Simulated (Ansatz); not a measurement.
Frontier orbitals of `CC1=CC(C(F)(F)F)=[O+][Ti-]([F])([F])([Cl])[O]1`.

Cartesian coordinates in Å:
```
C 2.5485 0.8445 0.6599
C 1.1254 0.4640 0.4424
C 0.7072 -0.1164 -0.7764
C -0.6076 -0.4488 -0.9483
C -1.0889 -1.0507 -2.2711
F -1.6256 -2.2484 -2.0595
F -2.0119 -0.2661 -2.8194
F -0.0914 -1.1912 -3.1444
O -1.5492 -0.3110 -0.0994
Ti -1.6456 0.2976 1.7499
F -1.7380 1.9550 2.2945
F -3.3701 0.0001 1.6391
Cl -1.0902 -1.1582 3.2958
O 0.3218 0.6812 1.3799
H 2.5954 1.8928 0.9623
H 3.1612 0.6834 -0.2247
H 2.9437 0.2551 1.4916
H 1.4153 -0.2828 -1.5723
```

The species carries charge 0 and has multiplicity 1. Correlated methods include outer-core shells of Ti, which these sets cover unevenly. Scalar relativity is left out up to krypton. The geometry is a stationary point of PBE0-D4/def2-TZVP. Basis def2-TZVPP, Ansatz.

Orbital energies of one run (eV). Highest occupied ones, from the top: -8.03, -8.49, -8.86, -9.09, -9.76, -10.08, -10.60, -10.91, -11.16, -11.41, -11.53, -11.56, -11.76, -11.82. Empty: -3.69, -3.32, -3.22, -2.74, -2.38, -0.75.

Question: Which functional gave them?
A. LDA (SPW92)
B. r2SCANh
C. r2SCAN
D. PBE0

Answer: B. HOMO energies: r2SCANh -8.03, PBE0 -8.50, LDA (SPW92) -7.56, r2SCAN -7.59 eV.
